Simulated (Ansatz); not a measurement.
```yaml
crystal:
  periodic: [false, false, false]
  atoms:
    - {symbol: Al, position_ang: [-1.846829, 0.820272, -1.886575]}
    - {symbol: Sn, position_ang: [0.454612, 0.729967, -0.157757]}
    - {symbol: Si, position_ang: [0.977615, -1.106390, 1.259260]}
    - {symbol: H, position_ang: [-2.705172, -0.665653, -1.735854]}
    - {symbol: H, position_ang: [-2.414001, 1.841552, -2.436113]}
    - {symbol: H, position_ang: [0.150909, 2.289306, 1.007523]}
    - {symbol: H, position_ang: [1.738245, 1.099663, -0.968983]}
    - {symbol: H, position_ang: [-0.101092, -1.730813, 2.061947]}
    - {symbol: H, position_ang: [1.395618, -2.267165, 0.465080]}
    - {symbol: H, position_ang: [2.198152, -1.002409, 2.285186]}
basis:
  gaussian: {orbitals: def2-mTZVP, final_grid: {core_spheres: 1, valence_spheres: 1, degree: 3}}
hamiltonian: {xc: {name: PBE}}
output: {forces: true}
```

```sh
$ ansatz run in.yaml --threads 2 --pin off --events-out ev --progress --plain --max-ram 4352MiB
```

Output, abridged:

```
Functional definition: PBE
1130 factors; their error is unknown
mean field evaluation 1: about -20406.6313 eV, gradient 2.3e1 eV
mean field evaluation 2: about -20407.3314 eV, gradient 1.9e1 eV
mean field evaluation 4: about -20408.8392 eV, gradient 9.6e-1 eV
mean field evaluation 16: about -20460.6849 eV, gradient 1.7e1 eV
mean field evaluation 64: about -20466.2891 eV, gradient 8.1e0 eV
mean field -20468.68410446 eV, -752.2102666664 hartree, gradient 2.2e-5 eV, S^2 0.000000; 2 other end points of the search recorded, 0 dependent functions left out
reference -20468.68442564 eV, -752.2102784697 hartree; 28, 28 occupied and 73, 73 virtual orbitals, 1130 factors
Total energy: -20468.68442564 eV, -752.2102784697 hartree
Atom 0 at    -1.846829     0.820272    -1.886575 Å, force     9.162756    -6.867543     4.935573 eV/Å
Atom 1 at     0.454612     0.729967    -0.157757 Å, force   -14.367830    -7.433462    18.171017 eV/Å
Atom 2 at     0.977615    -1.106390     1.259260 Å, force    14.054690    13.797300   -13.711113 eV/Å
Atom 3 at    -2.705172    -0.665653    -1.735854 Å, force     3.610958     5.422009    -1.901290 eV/Å
Atom 4 at    -2.414001     1.841552    -2.436113 Å, force    -6.265233     3.333137    -5.926186 eV/Å
Atom 5 at     0.150909     2.289306     1.007523 Å, force    -0.491358    -2.457264    -0.842673 eV/Å
Atom 6 at     1.738245     1.099663    -0.968983 Å, force     4.761811     2.800331    -3.522086 eV/Å
Atom 7 at    -0.101092    -1.730813     2.061947 Å, force    -7.692113     1.434681     6.701730 eV/Å
Atom 8 at     1.395618    -2.267165     0.465080 Å, force    -3.599593   -12.348265    -1.541468 eV/Å
Atom 9 at     2.198152    -1.002409     2.285186 Å, force     0.825912     2.319076    -2.363506 eV/Å
Dipole moment:    -0.209262     0.179055    -0.386660 e Å
```

In this input the integration grid is far too coarse. The calculation finished and met its thresholds. The result belongs to that input, not to the molecule as meant.
